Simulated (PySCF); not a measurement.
**C₆ coefficients of unlike pairs at PBE**

Calculated with PySCF 2.14 from the dipole response of each species, C₆(A,B) = (3/π) ∫ α_A(iu) α_B(iu) du, in atomic units, from isotropic polarisabilities. For ions this is the dispersion term alone; charge-induced terms of lower order in 1/R come first.

| species | configuration | basis | relativity | α (bohr³) | C₆ (like pair) |
| --- | --- | --- | --- | --- | --- |
| Ar²⁺ | [Ne] 3s2 3p4 (3P) | aug-cc-pVQZ-DK (7s6p4d3f2g) | spin-free X2C | 4.785 | 16.86 |
| O⁺ | [He] 2s2 2p3 (4S) | dyall-av3z (15s9p3d2f) | none | 2.680 | 5.286 |
| Mg⁺ | [Ne] 3s1 (2S) | aug-cc-pV5Z (8s7p5d4f3g2h) | none | 33.68 | 145.1 |
| Ge | [Ar] 3d10 4s2 4p2 (3P) | aug-cc-pwCVTZ-PP with ECP10MDF (8s7p6d4f1g) | core potential | 45.80 | 402.9 |

**Question.** Estimate C₆ for Mg⁺ with Ar²⁺.

**Answer.** The integral gives 36.33. The combination rule 2 C_A C_B / (C_A α_B/α_A + C_B α_A/α_B) gives 35.12 and the geometric mean 49.45.

No spin-orbit coupling is included.

The other pairs:

```
    pair     C₆
 Ge, Mg⁺  235.7
O⁺, Ar²⁺  9.418
 Mg⁺, O⁺  20.19
  Ge, O⁺  38.94
Ge, Ar²⁺  70.21
```
